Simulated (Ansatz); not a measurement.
Computed with Ansatz on PBE0-D4/def2-TZVP structures; ΔE is electronic, products minus reactants. CBS: MP2 limit from def2 TZ/QZ plus the TZ coupled-cluster correction, frozen cores. This one scheme is used for every species. Functionals use def2-TZVPP. B3LYP here is the variant with VWN-RPA as its local correlation; programs differ in this. Each species was taken in one conformer, which may not be the lowest.

`O[SiH](O)C[SiH2]Cl` + `O[SiH](F)F` → `O[SiH](O)O[SiH](F)F` + `C[SiH2]Cl`  (ligand exchange at the Si–C bond)

| level | ΔE (eV) |
| --- | --- |
| r2SCAN-D4 | -1.20 |
| B3LYP-D4 | -1.23 |
| ωB97M-V | -1.17 |
| PBE | -1.10 |
| r2SCAN | -1.22 |
| HF/def2-TZVPP | -1.51 |
| CCSD/def2-TZVPP | -1.25 |
| MP2/def2-QZVPP | -1.20 |

(1) What does CCSD(T)/CBS give? (Best estimate.)

Largest T1 diagnostic among the species: 0.012.

Answers

(1) Computed: -1.20 eV. The listed levels differ from it by 0.00, -0.03, 0.03, 0.10, -0.02, -0.31, -0.05, 0.00 eV.

In def2-TZVPP, CCSD(T) changes the Hartree–Fock value by +0.31 eV (the triples alone add +0.05 eV) and MP2 by +0.33 eV. The D4 term adds +0.07 eV with B3LYP and +0.04 eV with PBE0; it sums over pairs of atoms, weighted by their polarisabilities, and B3LYP, whose exchange is more repulsive, gets the larger term. From PBE to PBE0 (25 % exact exchange), in def2-TZVPP and without D4, ΔE moves by −0.06 eV.
